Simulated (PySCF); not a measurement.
PySCF job for C3H9O2Si, SMILES CO[Si](C)(C)[O], multiplicity 2, PBE-D3(BJ)/def2-SVP. Geometry: PBE-D3(BJ)/def2-SVP. The isomer is the one that the SMILES or the coordinates give; other isomers of the formula were not compared. One conformer was computed; it need not be the lowest.

```python
import numpy as np
from pyscf import gto, scf, dft, df
from pyscf.hessian import thermo

mol = gto.M(
    atom='''
    C     2.32916184    0.11071968   -0.24110199
    O     1.13440357   -0.63833610   -0.35890200
    Si   -0.36474946   -0.06379094    0.13589948
    C    -0.87937500    1.43294645   -0.94300977
    C    -1.53948267   -1.51211249   -0.08053106
    O    -0.40080979    0.64853185    1.63293442
    H     2.36904982    0.68921654    0.70913575
    H     3.19346245   -0.58568004   -0.25811961
    H     2.45229371    0.82514167   -1.08800566
    H    -1.91873047    1.73722852   -0.71938799
    H    -0.79842118    1.08946316   -1.99570134
    H    -0.20099487    2.29089687   -0.77901709
    H    -1.25320082   -2.34162848    0.59538972
    H    -2.57609982   -1.20170662    0.15329520
    H    -1.49144155   -1.88074611   -1.12458427
    ''',
    basis='def2-SVP',
    charge=0,
    spin=1,
    max_memory=1600,
    verbose=3,
)
mf = dft.UKS(mol, xc='pbe').density_fit(auxbasis='def2-universal-jkfit')
mf.disp = 'd3bj'
mf.grids.level = 3
mf.conv_tol = 1e-11
mf.max_cycle = 100
mf.kernel()
fine, coarse = mf.grids, dft.Grids(mol).set(level=1).build(with_non0tab=True)
for _ in range(3):  # follow internal instabilities
    mf.grids = coarse
    mo, _, stable, _ = mf.stability(return_status=True, nroots=4)
    mf.grids = fine
    if stable:
        break
    mf.kernel(mf.make_rdm1(mo, mf.mo_occ))

# [left out here: the lines that compute and print the analytic Hessian (its translational invariance restored by hand, since the grid's response is missing), thermochemistry and intensities]
```

Program output:

```
[...]
       6   H                 0.39  0.02  0.03   -0.01  0.01 -0.01    0.01 -0.01  0.01
       7   H                -0.39 -0.30 -0.12    0.02  0.02  0.01   -0.00 -0.00  0.02
       8   H                 0.18 -0.17 -0.11   -0.02  0.00  0.01   -0.02 -0.01 -0.01
       9   H                 0.01  0.10 -0.12    0.01  0.07 -0.06   -0.09 -0.11 -0.47
      10   H                -0.05  0.14 -0.04   -0.04  0.11 -0.04   -0.68 -0.19  0.01
      11   H                -0.08  0.07 -0.11   -0.05  0.04 -0.05   -0.02 -0.01  0.42
      12   H                 0.02  0.02  0.02   -0.38 -0.25 -0.19    0.00 -0.04 -0.05
      13   H                 0.01  0.02  0.01   -0.14 -0.48 -0.11    0.01  0.03  0.04
      14   H                 0.01  0.01 -0.01   -0.34 -0.34  0.14    0.07 -0.06  0.02
Mode                                24                  25                  26
Irrep
Freq [cm^-1]                     1371.1585           1374.2554           1384.6290
Reduced mass [au]                   1.0532              1.0517              1.0513
Force const [Dyne/A]                1.1666              1.1702              1.1875
Char temp [K]                    1972.7919           1977.2475           1992.1729
Normal mode                   x     y     z       x     y     z       x     y     z
       0   C                -0.00 -0.00  0.00   -0.00  0.00  0.00   -0.01 -0.00  0.00
       1   O                -0.00 -0.00  0.00   -0.00  0.00  0.00   -0.01 -0.00 -0.00
       2  Si                -0.00  0.00 -0.00    0.00 -0.00  0.00   -0.00  0.00  0.01
       3   C                -0.01  0.01  0.02   -0.00  0.02  0.02   -0.01  0.03  0.04
       4   C                -0.01  0.02 -0.05    0.04 -0.03 -0.01   -0.02  0.01  0.03
       5   O                 0.00 -0.00 -0.00   -0.00  0.00 -0.00    0.00 -0.00 -0.00
       6   H                 0.01  0.00  0.00   -0.00 -0.01  0.01    0.03 -0.01  0.01
       7   H                 0.02  0.02 -0.01    0.01  0.01 -0.01    0.04  0.06 -0.01
       8   H                 0.02 -0.01 -0.00    0.01 -0.01 -0.01    0.06 -0.01 -0.00
       9   H                -0.08 -0.18 -0.06   -0.12 -0.25 -0.17   -0.18 -0.41 -0.18
      10   H                 0.04  0.13 -0.02   -0.09  0.13 -0.03   -0.01  0.27 -0.05
      11   H                 0.18 -0.11 -0.16    0.23 -0.14 -0.12    0.38 -0.23 -0.29
      12   H                -0.37 -0.06  0.01   -0.19  0.27  0.45    0.28 -0.13 -0.27
      13   H                 0.10 -0.11  0.64   -0.06 -0.29 -0.07   -0.01  0.22 -0.24
      14   H                 0.48 -0.12  0.03   -0.30  0.44 -0.19   -0.05 -0.22  0.10
Mode                                27                  28                  29
Irrep
Freq [cm^-1]                     1415.4566           1423.6214           1425.2502
Reduced mass [au]                   1.0922              1.0507              1.0662
Force const [Dyne/A]                1.2893              1.2546              1.2760
Char temp [K]                    2036.5268           2048.2742           2050.6177
Normal mode                   x     y     z       x     y     z       x     y     z
       0   C                 0.06  0.03  0.03    0.05 -0.02 -0.02   -0.03 -0.05  0.03
       1   O                 0.02  0.01  0.01    0.02 -0.00 -0.01   -0.01 -0.01  0.01
       2  Si                -0.01  0.00  0.00   -0.00  0.00  0.00    0.00 -0.00 -0.00
       3   C                 0.00 -0.00  0.00   -0.00  0.00  0.00    0.00 -0.00 -0.00
       4   C                 0.00  0.00  0.00   -0.00  0.00  0.00   -0.00 -0.00 -0.00
       5   O                -0.00 -0.00 -0.00    0.00 -0.00 -0.00   -0.00  0.00  0.00
       6   H                -0.67 -0.06  0.09   -0.05  0.35 -0.22   -0.09  0.47 -0.29
       7   H                -0.21 -0.28 -0.46   -0.33 -0.45  0.20    0.07  0.10 -0.46
       8   H                -0.06 -0.23 -0.21   -0.42  0.41  0.28    0.52  0.21  0.28
       9   H                -0.01 -0.02 -0.01   -0.02 -0.05 -0.02    0.00  0.02 -0.01
      10   H                -0.00  0.02 -0.01   -0.00  0.03 -0.01   -0.02 -0.01  0.00
      11   H                 0.02 -0.01 -0.02    0.05 -0.03 -0.03   -0.02  0.01  0.03
      12   H                 0.01 -0.01 -0.02    0.01 -0.01 -0.01    0.00  0.00  0.01
      13   H                 0.00  0.01 -0.00    0.00  0.01 -0.00   -0.00 -0.01 -0.00
      14   H                -0.00 -0.02  0.01    0.00 -0.01  0.00   -0.00  0.01 -0.00
Mode                                30                  31                  32
Irrep
Freq [cm^-1]                     2919.8258           2977.7442           2986.4930
Reduced mass [au]                   1.0346              1.0333              1.0339
Force const [Dyne/A]                5.1966              5.3983              5.4330
Char temp [K]                    4200.9793           4284.3109           4296.8985
Normal mode                   x     y     z       x     y     z       x     y     z
       0   C                 0.03  0.04 -0.01   -0.00  0.00 -0.00    0.00  0.00 -0.00
       1   O                 0.00  0.00  0.00    0.00 -0.00 -0.00   -0.00 -0.00 -0.00
       2  Si                -0.00  0.00  0.00   -0.00  0.00  0.00   -0.00 -0.00  0.00
       3   C                 0.00 -0.00 -0.00    0.01 -0.02  0.04   -0.00  0.00 -0.00
       4   C                 0.00 -0.00 -0.00   -0.00  0.00 -0.00    0.03  0.04  0.01
       5   O                 0.00 -0.00 -0.00   -0.00 -0.00 -0.00   -0.00 -0.00 -0.00
       6   H                -0.01 -0.28 -0.48    0.00  0.01  0.02   -0.00 -0.00 -0.00
       7   H                -0.29  0.25  0.00    0.00 -0.00 -0.00    0.00 -0.00 -0.00
       8   H                -0.06 -0.45  0.55   -0.00 -0.01  0.02   -0.00 -0.00  0.00
       9   H                -0.00 -0.00  0.00   -0.44  0.12  0.11    0.00 -0.00 -0.00
      10   H                -0.00  0.00  0.00    0.06 -0.23 -0.68   -0.00  0.00  0.00
      11   H                 0.00  0.00  0.00    0.29  0.36  0.08   -0.00 -0.00 -0.00
      12   H                -0.00  0.00 -0.00    0.00 -0.00  0.00    0.15 -0.40  0.34
      13   H                -0.00  0.00  0.00   -0.00  0.00  0.00   -0.51  0.16  0.12
      14   H                -0.00  0.00  0.00   -0.00 -0.00 -0.00    0.03 -0.19 -0.57
Mode                                33                  34                  35
Irrep
Freq [cm^-1]                     2995.1145           3032.3454           3091.9850
Reduced mass [au]                   1.1041              1.1037              1.1025
Force const [Dyne/A]                5.8355              5.9793              6.2104
Char temp [K]                    4309.3029           4362.8698           4448.6779
Normal mode                   x     y     z       x     y     z       x     y     z
       0   C                -0.01  0.01 -0.09    0.05 -0.07 -0.02   -0.00  0.00 -0.00
       1   O                -0.00 -0.00  0.00    0.00  0.00 -0.00    0.00 -0.00  0.00
       2  Si                 0.00 -0.00  0.00   -0.00 -0.00  0.00    0.00  0.00 -0.00
       3   C                -0.00  0.00 -0.00    0.00  0.00  0.00   -0.00  0.01  0.01
       4   C                -0.00 -0.00  0.00    0.00  0.00 -0.00    0.00  0.01 -0.09
       5   O                 0.00  0.00  0.00    0.00  0.00 -0.00   -0.00 -0.00  0.00
       6   H                 0.01  0.36  0.58    0.01  0.18  0.33    0.00  0.00  0.00
       7   H                 0.15 -0.12 -0.03   -0.66  0.55  0.01    0.00 -0.00 -0.00
       8   H                -0.05 -0.40  0.48    0.02  0.08 -0.12   -0.00 -0.00  0.00
       9   H                 0.01 -0.00 -0.00    0.00  0.00  0.00    0.06 -0.02 -0.01
      10   H                -0.00  0.01  0.03    0.00 -0.00 -0.00    0.00 -0.02 -0.07
      11   H                -0.01 -0.01 -0.00   -0.00 -0.00 -0.00   -0.03 -0.04 -0.01
      12   H                -0.00  0.00 -0.00    0.00 -0.00  0.00    0.16 -0.46  0.36
      13   H                 0.00 -0.00 -0.00   -0.00  0.00  0.00   -0.16  0.05  0.02
      14   H                 0.00 -0.00 -0.00   -0.00 -0.00 -0.00   -0.03  0.24  0.66
Mode                                36                  37                  38
Irrep
Freq [cm^-1]                     3092.6948           3101.0658           3118.0145
Reduced mass [au]                   1.1012              1.1037              1.1050
Force const [Dyne/A]                6.2055              6.2534              6.3295
Char temp [K]                    4449.6993           4461.7433           4486.1286
Normal mode                   x     y     z       x     y     z       x     y     z
       0   C                -0.00 -0.00  0.00    0.00  0.00 -0.00    0.00 -0.00  0.00
       1   O                 0.00  0.00  0.00    0.00 -0.00 -0.00    0.00 -0.00 -0.00
       2  Si                 0.00 -0.00 -0.00   -0.00  0.00  0.00   -0.00 -0.00  0.00
       3   C                 0.01 -0.06 -0.06    0.00  0.00  0.00   -0.09 -0.02  0.01
       4   C                -0.00  0.01 -0.01   -0.07  0.05  0.01   -0.00  0.00  0.00
       5   O                -0.00  0.00 -0.00    0.00 -0.00  0.00    0.00  0.00 -0.00
       6   H                 0.00 -0.00 -0.00   -0.00 -0.00 -0.00    0.00 -0.00 -0.00
       7   H                -0.00  0.00  0.00   -0.00  0.00 -0.00   -0.00  0.00 -0.00
       8   H                 0.00  0.01 -0.01   -0.00 -0.00  0.00    0.00  0.00 -0.00
       9   H                -0.44  0.12  0.09    0.02 -0.01 -0.00    0.65 -0.20 -0.14
      10   H                -0.04  0.19  0.60    0.00 -0.01 -0.04   -0.01 -0.02 -0.03
      11   H                 0.33  0.41  0.07   -0.03 -0.04 -0.01    0.39  0.50  0.10
      12   H                 0.03 -0.08  0.06    0.12 -0.37  0.31   -0.00  0.00 -0.00
      13   H                 0.03 -0.01 -0.01    0.72 -0.21 -0.16    0.02 -0.00 -0.00
      14   H                -0.00  0.02  0.06   -0.00 -0.07 -0.23    0.00 -0.00 -0.01
temperature 298.1500 [K]
pressure 101325.00 [Pa]
Rotational constants [GHz] 3.36061 2.17552 1.97921
Symmetry number 1
Zero-point energy (ZPE) 0.11450 [Eh]   300627.288 [J/mol]
                           tot       elec      trans        rot        vib
Entropy [J/mol/K]       410.876      5.763    166.811    115.054    123.249
Cv [J/mol/K]            137.886      0.000     12.472     12.472    112.942
Cp [J/mol/K]            146.200      0.000     20.786     12.472    112.942
Internal energy [J/mol]                      3718.434   3718.434 319649.294
Internal energy [Eh]   -558.80175  -558.92633
Enthalpy [J/mol]                             6197.391   3718.434 319649.294
Enthalpy [Eh]          -558.80081
Gibbs free energy [J/mol]                  -43537.274 -30584.830 282902.738
Gibbs free energy [Eh] -558.84747
mode   freq/cm-1   IR/(km/mol)
   1       71.80         3.249
   2       86.80         0.174
   3      105.94         0.032
   4      124.11         0.201
   5      138.98         5.967
   6      168.04         1.396
   7      181.71         3.427
   8      226.12         2.361
   9      240.70        15.214
  10      347.19         9.296
  11      578.42         0.213
  12      649.35        14.944
  13      668.29         1.120
  14      703.28         9.969
  15      729.65        18.517
  16      763.59        28.112
  17      798.57        52.978
  18      868.21        92.908
  19     1108.55       184.596
  20     1135.80         1.000
  21     1149.20        12.612
  22     1166.70        70.461
  23     1191.93         4.159
  24     1348.34         2.619
  25     1371.16         7.205
  26     1374.26         1.787
  27     1384.63        10.107
  28     1415.46         9.635
  29     1423.62         2.996
  30     1425.25        11.126
  31     2919.83        76.438
  32     2977.74         1.211
  33     2986.49         1.472
  34     2995.11        30.504
  35     3032.35        24.419
  36     3091.98         1.278
  37     3092.69         3.588
  38     3101.07         1.506
  39     3118.01         0.985
max |gradient| / (hartree/bohr): 5.342552711128681e-05
APT charges: [ 0.5174 -0.8593  0.9635 -0.1271 -0.1957 -0.253  -0.0289 -0.0339 -0.0565
  0.0157 -0.0037  0.0172  0.019   0.0195  0.0057]
```

Self-consistency was reached.

Cost: around 10 core-minutes (rough).
